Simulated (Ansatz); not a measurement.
Computed with Ansatz on PBE0-D4/def2-TZVP structures; ΔE is electronic, products minus reactants. CCSD(T)/CBS is the MP2 limit (def2-TZVPP, def2-QZVPP) plus CCSD(T) − MP2 in def2-TZVPP, frozen cores. Functionals use def2-TZVPP. B3LYP here is the variant with VWN-RPA as its local correlation; programs differ in this. One conformer a species, not always the lowest.

`F[SiH]([SiH3])C[SiH3]` + `B[SiH2]CS` → `B[SiH2]CS[SiH3]` + `C[SiH](F)[SiH3]`  (ligand exchange at the Si–C bond)

(1) Is it downhill or uphill in electronic energy at CCSD(T)/CBS, and by how much? (An estimate is asked.)

(2) What do these levels give: r2SCAN-D4, B3LYP-D4, ωB97X-V, r2SCAN, CCSD/def2-TZVPP, MP2/def2-QZVPP? (Estimate.)

Largest T1 diagnostic among the species: 0.012.

## Answers

(1) The calculation gave: Downhill: ΔE = -0.52 eV.

(2) Computed: r2SCAN-D4 -0.55, B3LYP-D4 -0.54, ωB97X-V -0.51, r2SCAN -0.55, CCSD/def2-TZVPP -0.48, MP2/def2-QZVPP -0.54 eV.
